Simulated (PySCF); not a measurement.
**Broadened absorption spectrum of C4H9NO2Si**

Compound: C4H9NO2Si.
SMILES: `C=N[SiH]1OCCCO1`

Computed with PySCF 2.14.0, density-fitted response routines, TDDFT B3LYP/def2-SVPD, vertical, gas phase, core orbitals frozen in the response. Isolated species at its GFN2-xTB geometry (one conformer only).

Broadening: Gaussians 0.25 eV wide at half height, area fixed by f = 4.319×10⁻⁹ ∫ε dν̃. The width is an assumption, not a result. The curve ends short of the highest state used, and states not computed would add to its high-energy end.

E (eV), ε (L mol⁻¹ cm⁻¹) and a bar:
```
     3.65          0 
     3.78          3 
     3.91         22 
     4.04         38 
     4.17         15 
     4.30          1 
     4.43          0 
     4.56          0 
     4.69          0 
     4.82          0 
     4.95          0 
     5.08          0 
     5.21          0 
     5.34          0 
     5.47          0 
     5.60          3 
     5.73         51 
     5.86        423 ##
     5.99       1066 ######
     6.12       1609 #########
     6.25       1897 ###########
     6.38       3542 ####################
     6.52       5227 ##############################
     6.65       4613 ##########################
```

(1) Locate the maxima and give the states behind the curve.

(2) On this curve, what absorbance would a 10⁻⁴ mol/L sample give at 308 nm over a 1 cm path?

(3) Coming from long wavelengths, where does ε first pass 100 L mol⁻¹ cm⁻¹?

Results:

(1) 308 nm (4.02 eV), ε about 39, made up of S1 (100%); 190 nm (6.51 eV), ε about 5200, made up of S5 (79%) and S6 (21%) (ε in L mol⁻¹ cm⁻¹; maxima over ε = 5, shares over 10%). The states used: S1 4.02 eV (f 0.0004); S2 5.74 eV (f 0.0001); S3 5.98 eV (f 0.0075); S4 6.19 eV (f 0.014); S5 6.47 eV (f 0.041); S6 6.68 eV (f 0.034); S7 7.06 eV (f 0.0038); S8 7.25 eV (f 0.050).

(2) 308 nm is 4.025 eV, where ε is about 39 L mol⁻¹ cm⁻¹, so A = ε c l ≈ 0.0039 (Beer–Lambert, with the gas-phase spectrum and the assumed width).

(3) At about 215 nm (5.77 eV), 1.74 eV above S1.
